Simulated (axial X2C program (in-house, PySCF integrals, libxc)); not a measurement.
Potential curves of ZrF, 2c

Calculated with an in-house all-electron X2C program for linear molecules (integrals from PySCF). Two-component (2c) means X2C with spin–orbit coupling and atomic mean-field two-electron Coulomb and Gaunt terms. Basis: Zr dyall-cv3z [11s12p9d6f3g], F dyall-av3z [7s6p3d2f] (cores contracted in-house); Gaussian nuclei, density fitting, unrestricted open shells. Masses: Zr 89.905 u, F 18.998 u.

State: Ω = 3/2 (⟨Sz⟩ = 1.50, ⟨Lz⟩ = 0.00 at TPSSh). Energies in eV from the lowest point of each curve. Fits are polynomials in 1 − R0/R over 0.85 to 1.23 times the lowest point R0.

```tsv
R (Å)	TPSSh
1.6400	1.1197
1.7154	0.4667
1.7719	0.1864
1.8284	0.0412
1.8850	0.0000
1.9510	0.0507
2.0170	0.1782
2.1018	0.4177
2.2054	0.7780
2.3563	1.3561
```

The state is one determinant whose occupation by symmetry is held fixed; it was picked as the lowest of a PBE0 search that is not exhaustive. Density functionals use the spin component along the axis (collinear). PBE0 can misorder states that lie within some tenths of an eV, so this need not be the ground state of the molecule. The nearest other 2c determinant of the search, Ω = 3/2, lies 0.26 eV up at the distance of the search. With several unpaired electrons one determinant need not be a pure state. This is the top spin component of a Σ state; components of lower Ω are not single determinants and can lie lower.

Task: What are Re and ωe at the TPSSh level?

Result: At TPSSh, 2c: Re = 1.883 Å, ωe ≈ 656 cm⁻¹; Be follows as 0.303 cm⁻¹.
